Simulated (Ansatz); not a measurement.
H5PSSn, SMILES `[PH2][SnH2][SH]`, relaxed with RKS PBE0-D4/def2-TZVP in the Gaussian-basis code of Ansatz from a PBE-D4/def2-SVP geometry. The force threshold is 0.005 eV/Å; the program also tests the step.

The species carries charge 0 and has multiplicity 1. Sn takes the def2 core potential.

Start:

```xyz
8

P    -1.088   -0.541   -1.679
Sn    0.191    0.494    0.256
S     2.218   -0.880    0.399
H    -1.633   -1.566   -0.823
H    -2.214    0.330   -1.441
H    -0.629    0.430    1.784
H     0.604    2.133   -0.129
H     2.551   -0.400    1.632
```

Problem. How much energy does the relaxation release, and in how many steps? (Estimate.)

Solution. Computed: 1.02 kcal/mol, in 14 steps, 1 of them rejected.

Problem. Which bonds change most? (An estimate is asked.)

Solution. Ansatz gave: Sn2–S3 from 2.453 to 2.411 Å; P1–Sn2 from 2.540 to 2.499 Å; Sn2–H6 from 1.735 to 1.709 Å; Sn2–H7 from 1.734 to 1.710 Å.

Problem. Give the relaxed structure. (An estimate is asked.)

Solution. Ansatz gave: 
```xyz
8

P    -1.078   -0.539   -1.637
Sn    0.208    0.520    0.225
S     2.249   -0.756    0.354
H    -1.585   -1.557   -0.787
H    -2.202    0.306   -1.417
H    -0.544    0.437    1.758
H     0.563    2.145   -0.172
H     2.389   -0.556    1.675
```
